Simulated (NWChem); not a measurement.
System: BHOICl; SMILES B(I)(O)Cl

Input file for NWChem:

```
start job
memory heap 200 mb stack 900 mb global 1100 mb
geometry units angstroms noautoz
  B      0.487445    -0.973418     0.000000
  Cl    -0.700096    -2.276923     0.000000
  I     -0.140706     1.066173     0.000000
  O      1.799906    -1.224308     0.000000
  H      2.010447    -2.166955     0.000000
end
basis spherical
  * library def2-svp
end
ecp
  I library def2-ecp
end
dft
  xc xpbe96 cpbe96
  iterations 150
  vectors input atomic output neutral.movecs
end
task dft energy
charge 1
dft
  odft
  mult 2
  vectors input atomic output cation.movecs
end
task dft energy
```

Excerpt of the output:

```
             Northwest Computational Chemistry Package (NWChem) 7.3.0
             --------------------------------------------------------

 CS  symmetry detected

                             Geometry "geometry" -> ""
                             -------------------------

 Output coordinates in angstroms (scale by  1.889725989 to convert to a.u.)

  No.       Tag          Charge          X              Y              Z
 ---- ---------------- ---------- -------------- -------------- --------------
    1 B                    5.0000     0.46771094    -0.99750186     0.00000000
    2 Cl                  17.0000    -0.75338936    -2.26962331     0.00000000
    3 I                   53.0000    -0.10708586     1.05776303     0.00000000
    4 O                    8.0000     1.77318952    -1.28250249     0.00000000
    5 H                    1.0000     1.95909864    -2.23031506     0.00000000

 Effective nuclear repulsion energy (a.u.)     365.2814881682

      Symmetry information
      --------------------

 Group name             Cs
 Group number              2
 Group order               2
 No. of unique centers     5

 Summary of "ao basis" -> "ao basis" (spherical)
 ------------------------------------------------------------------------------
       Tag                 Description            Shells   Functions and Types
 ---------------- ------------------------------  ------  ---------------------
 B                          def2-svp                 6       14   3s2p1d
 Cl                         def2-svp                 8       18   4s3p1d
 I                          def2-svp                10       26   4s4p2d
 O                          def2-svp                 6       14   3s2p1d
 H                          def2-svp                 3        5   2s1p

      Symmetry analysis of basis
      --------------------------

        a'         55
        a"         22

            General Information
            -------------------
          SCF calculation type: DFT
          Wavefunction type:  closed shell.
          No. of atoms     :     5
          No. of electrons :    56
           Alpha electrons :    28
            Beta electrons :    28
          Charge           :     0
          Spin multiplicity:     1
          Use of symmetry is: on ; symmetry adaption is: on
          Maximum number of iterations: 150
          AO basis - number of functions:    77
                     number of shells:    33
          Convergence on energy requested:  1.00D-06
          Convergence on density requested:  1.00D-05
          Convergence on gradient requested:  5.00D-04

              XC Information
              --------------
          PerdewBurkeErnzerhof Exchange Functional  1.000
            Perdew 1991 LDA Correlation Functional  1.000 local
           PerdewBurkeErnz. Correlation Functional  1.000 non-local

             Grid Information
             ----------------
          Grid used for XC integration:  medium
          Radial quadrature: Mura-Knowles
          Angular quadrature: Lebedev.
          Tag              B.-S. Rad. Rad. Pts. Rad. Cut. Ang. Pts.
          ---              ---------- --------- --------- ---------
          B                   0.85       49           8.0       434
          Cl                  1.00       88          10.0       590
          I                   1.40      123          11.0       590
          O                   0.60       49           9.0       434
          H                   0.35       45          11.0       434
          Grid pruning is: on
          Number of quadrature shells:   354
          Spatial weights used:  Erf1

      Superposition of Atomic Density Guess
      -------------------------------------

 Sum of atomic energies:        -906.14506662

      Non-variational initial energy
      ------------------------------

 Total energy =    -856.831010
 1-e energy   =   -1712.615480
 2-e energy   =     642.830468
 HOMO         =      -0.345173
 LUMO         =       0.067066

      Symmetry analysis of molecular orbitals - initial
      -------------------------------------------------

  Numbering of irreducible representations:

     1 a'          2 a"

  Orbital symmetries:

     1 a'          2 a'          3 a'          4 a'          5 a'
     6 a"          7 a'          8 a'          9 a'         10 a'
    11 a"         12 a'         13 a'         14 a"         15 a'
    16 a"         17 a'         18 a'         19 a'         20 a'
    21 a'         22 a'         23 a"         24 a'         25 a"
    26 a'         27 a"         28 a'         29 a"         30 a'
    31 a'         32 a'         33 a'         34 a'         35 a'
    36 a"         37 a'         38 a'

   convergence    iter        energy       DeltaE   RMS-Dens  Diis-err
 ---------------- ----- ----------------- --------- --------- ---------
 d= 0,ls=0.0,diis     1   -858.0591552112 -1.07D+03  2.19D-02  8.03D-01
 d= 0,ls=0.0,diis     2   -857.8195160239  2.40D-01  1.45D-02  2.95D+00
 d= 0,ls=0.0,diis     3   -858.1558611240 -3.36D-01  2.88D-03  5.02D-02
 d= 0,ls=0.0,diis     4   -858.1578417139 -1.98D-03  1.83D-03  2.67D-02
 d= 0,ls=0.0,diis     5   -858.1610735844 -3.23D-03  4.67D-04  1.40D-03
  Resetting Diis
 d= 0,ls=0.0,diis     6   -858.1612680305 -1.94D-04  1.39D-04  6.13D-05
 d= 0,ls=0.0,diis     7   -858.1612763746 -8.34D-06  9.46D-05  5.70D-06
 d= 0,ls=0.0,diis     8   -858.1612745126  1.86D-06  5.78D-05  1.62D-05
 d= 0,ls=0.0,diis     9   -858.1612774024 -2.89D-06  5.87D-06  2.85D-07
 d= 0,ls=0.0,diis    10   -858.1612774372 -3.48D-08  1.10D-06  1.30D-08

         Total DFT energy =     -858.161277437214
      One electron energy =    -1714.819959387639
           Coulomb energy =      706.924943142329
    Exchange-Corr. energy =      -63.220262921609
 Nuclear repulsion energy =      212.954001729705

 Numeric. integr. density =       56.000003503396

                  Occupations of the irreducible representations
                  ----------------------------------------------

                     irrep           alpha         beta
                     --------     --------     --------
                     a'               21.0         21.0
                     a"                7.0          7.0

                       DFT Final Molecular Orbital Analysis
                       ------------------------------------

 Vector   26  Occ=2.000000D+00  E=-2.903710D-01  Symmetry=a'
              MO Center= -4.7D-01, -1.5D+00, -1.6D-15, r^2= 3.3D+00
   Bfn.  Coefficient  Atom+Function         Bfn.  Coefficient  Atom+Function
  ----- ------------  ---------------      ----- ------------  ---------------
    26     -0.390019  2 Cl py                25      0.385421  2 Cl px
    23     -0.299365  2 Cl py                22      0.292669  2 Cl px
    44     -0.216014  3 I  py                43      0.176768  3 I  px
    20     -0.173145  2 Cl py                19      0.169730  2 Cl px
    47     -0.163668  3 I  py                46      0.150393  3 I  px

 Vector   27  Occ=2.000000D+00  E=-2.422872D-01  Symmetry=a"
              MO Center= -5.0D-02,  8.1D-01,  1.3D-13, r^2= 2.5D+00
   Bfn.  Coefficient  Atom+Function         Bfn.  Coefficient  Atom+Function
  ----- ------------  ---------------      ----- ------------  ---------------
    45      0.588631  3 I  pz                48      0.521731  3 I  pz
    42     -0.239151  3 I  pz                39     -0.193697  3 I  pz
    27     -0.129224  2 Cl pz                64     -0.128267  4 O  pz
    67     -0.099369  4 O  pz                24     -0.092474  2 Cl pz
     6     -0.076360  1 B  pz                21     -0.053169  2 Cl pz

 Vector   28  Occ=2.000000D+00  E=-2.313602D-01  Symmetry=a'
              MO Center= -1.1D-01,  8.3D-01, -3.3D-15, r^2= 2.6D+00
   Bfn.  Coefficient  Atom+Function         Bfn.  Coefficient  Atom+Function
  ----- ------------  ---------------      ----- ------------  ---------------
    43      0.574205  3 I  px                46      0.501234  3 I  px
    40     -0.232143  3 I  px                37     -0.187924  3 I  px
    44      0.183660  3 I  py                26      0.162825  2 Cl py
    47      0.160776  3 I  py                23      0.120647  2 Cl py
    25     -0.075194  2 Cl px                41     -0.074180  3 I  py

 Vector   29  Occ=0.000000D+00  E=-5.058139D-02  Symmetry=a"
              MO Center=  4.0D-01, -9.0D-01, -1.0D-13, r^2= 2.8D+00
   Bfn.  Coefficient  Atom+Function         Bfn.  Coefficient  Atom+Function
  ----- ------------  ---------------      ----- ------------  ---------------
     6      0.639880  1 B  pz                 9     -0.530644  1 B  pz
    27      0.318859  2 Cl pz                67      0.304695  4 O  pz
    64      0.298880  4 O  pz                48      0.281979  3 I  pz
    45      0.179848  3 I  pz                24      0.170522  2 Cl pz
    55      0.110500  3 I  d -1              21      0.096774  2 Cl pz

 Vector   30  Occ=0.000000D+00  E=-1.408446D-02  Symmetry=a'
              MO Center=  3.8D-01, -1.6D-01,  7.7D-15, r^2= 5.3D+00
   Bfn.  Coefficient  Atom+Function         Bfn.  Coefficient  Atom+Function
  ----- ------------  ---------------      ----- ------------  ---------------
     3      0.994984  1 B  s                 47      0.891519  3 I  py
    36     -0.634119  3 I  s                 74      0.574985  5 H  s
     2      0.447949  1 B  s                  8      0.443926  1 B  py
    61     -0.433723  4 O  s                  5     -0.310321  1 B  py
    35     -0.268683  3 I  s                 44      0.267156  3 I  py

 Vector   31  Occ=0.000000D+00  E= 2.108654D-02  Symmetry=a'
              MO Center=  1.4D+00, -1.9D+00, -5.6D-15, r^2= 4.3D+00
   Bfn.  Coefficient  Atom+Function         Bfn.  Coefficient  Atom+Function
  ----- ------------  ---------------      ----- ------------  ---------------
    74      1.088225  5 H  s                 61     -0.666705  4 O  s
     2     -0.446693  1 B  s                 47     -0.404159  3 I  py
     3     -0.362711  1 B  s                 66      0.351196  4 O  py
    36      0.310215  3 I  s                 26      0.302527  2 Cl py
     4     -0.282445  1 B  px                63      0.255926  4 O  py

     Multipole analysis of the density
     ---------------------------------

     L   x y z        total         alpha         beta         nuclear
     -   - - -        -----         -----         ----         -------
     0   0 0 0     -0.000000    -28.000000    -28.000000     56.000000

     1   1 0 0      0.391327     -2.637418     -2.637418      5.666162
     1   0 1 0     -0.732361     27.618171     27.618171    -55.968704
     1   0 0 1     -0.000000     -0.000000     -0.000000      0.000000

     2   2 0 0    -36.904725    -89.911595    -89.911595    142.918465
     2   1 1 0     -3.787900     -4.289428     -4.289428      4.790957
     2   1 0 1      0.000000      0.000000      0.000000      0.000000
     2   0 2 0    -32.669595   -263.898208   -263.898208    495.126820
     2   0 1 1      0.000000      0.000000      0.000000      0.000000
     2   0 0 2    -37.403056    -18.701528    -18.701528      0.000000

                                 NWChem DFT Module
                                 -----------------

      Symmetry analysis of basis
      --------------------------

        a'         55
        a"         22

            General Information
            -------------------
          SCF calculation type: DFT
          Wavefunction type:  spin polarized.
          No. of atoms     :     5
          No. of electrons :    55
           Alpha electrons :    28
            Beta electrons :    27
          Charge           :     1
          Spin multiplicity:     2
          Use of symmetry is: on ; symmetry adaption is: on
          Maximum number of iterations: 150
          AO basis - number of functions:    77
                     number of shells:    33
          Convergence on energy requested:  1.00D-06
          Convergence on density requested:  1.00D-05
          Convergence on gradient requested:  5.00D-04

              XC Information
              --------------
          PerdewBurkeErnzerhof Exchange Functional  1.000
            Perdew 1991 LDA Correlation Functional  1.000 local
           PerdewBurkeErnz. Correlation Functional  1.000 non-local

             Grid Information
             ----------------
          Grid used for XC integration:  medium
          Radial quadrature: Mura-Knowles
          Angular quadrature: Lebedev.
          Tag              B.-S. Rad. Rad. Pts. Rad. Cut. Ang. Pts.
          ---              ---------- --------- --------- ---------
          B                   0.85       49           8.0       434
          Cl                  1.00       88          10.0       590
          I                   1.40      123          11.0       590
          O                   0.60       49           9.0       434
          H                   0.35       45          11.0       434
          Grid pruning is: on
          Number of quadrature shells:   354
          Spatial weights used:  Erf1

      Superposition of Atomic Density Guess
      -------------------------------------

 Sum of atomic energies:        -906.14506662

 Renormalizing density from      56.00 to     55

      Non-variational initial energy
      ------------------------------

 Total energy =    -849.001838
 1-e energy   =   -1682.033061
 2-e energy   =     620.077221
 HOMO         =      -0.632392
 LUMO         =      -0.209251

   Symmetry analysis of molecular orbitals - initial alpha
   -------------------------------------------------------

  Numbering of irreducible representations:

     1 a'          2 a"

  Orbital symmetries:

     1 a'          2 a'          3 a'          4 a'          5 a'
     6 a"          7 a'          8 a'          9 a'         10 a'
    11 a"         12 a'         13 a'         14 a"         15 a'
    16 a"         17 a'         18 a'         19 a'         20 a'
    21 a'         22 a'         23 a"         24 a'         25 a"
    26 a'         27 a"         28 a'         29 a"         30 a'
    31 a'         32 a'         33 a'         34 a'         35 a'
    36 a"         37 a'         38 a"

   Symmetry analysis of molecular orbitals - initial beta
   ------------------------------------------------------

  Numbering of irreducible representations:

     1 a'          2 a"

  Orbital symmetries:

     1 a'          2 a'          3 a'          4 a'          5 a'
     6 a"          7 a'          8 a'          9 a'         10 a'
    11 a"         12 a'         13 a'         14 a"         15 a'
    16 a"         17 a'         18 a'         19 a'         20 a'
    21 a'         22 a'         23 a"         24 a'         25 a"
    26 a'         27 a"         28 a'         29 a"         30 a'
    31 a'         32 a'         33 a'         34 a'         35 a'
    36 a"         37 a'         38 a"

[...]
```

Level: PBE/def2-SVP with def2 effective core potentials on I, vertical spin-unrestricted ions. Coordinates come from a PBE0/def2-SVP optimisation. Not confirmed as a minimum by frequencies. def2 effective core potentials on I; no spin-orbit coupling.
